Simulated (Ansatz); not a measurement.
Molecule: fluoro(trimethyl)silane, C3H9FSi (charge 0, singlet). SMILES: C[Si](C)(C)F
Geometry: optimised at B3LYP-D3(BJ)/def2-TZVP (Ansatz, an electronic-structure program).

Wanted: vertical ionisation energy (to the doublet state of charge +1; each state is the SCF solution reached for its spin; the molecule has degenerate orbitals, so one determinant may break the symmetry; for the doublet the Hartree-Fock reference is unstable and T1 is 0.018), in eV. Valence correlation only, unless marked. Open shells are spin-unrestricted. No spin-orbit coupling. No relativistic terms. CBS(X,Y): correlation extrapolated as X^-3; Hartree-Fock from the larger set.

```tsv
level	program	vertical ionisation energy (eV)
PBE0/def2-TZVPD	Ansatz	10.62
BHLYP/def2-TZVPD	Ansatz	10.85
CAM-B3LYP/def2-TZVPD	Ansatz	10.85
wB97X-V/def2-TZVPD	Ansatz	10.88
RI-MP2/CBS(aug-cc-pV(T+d)Z,aug-cc-pV(Q+d)Z)	Ansatz	11.27
CCSD/aug-cc-pV(D+d)Z	Ansatz	10.96
```
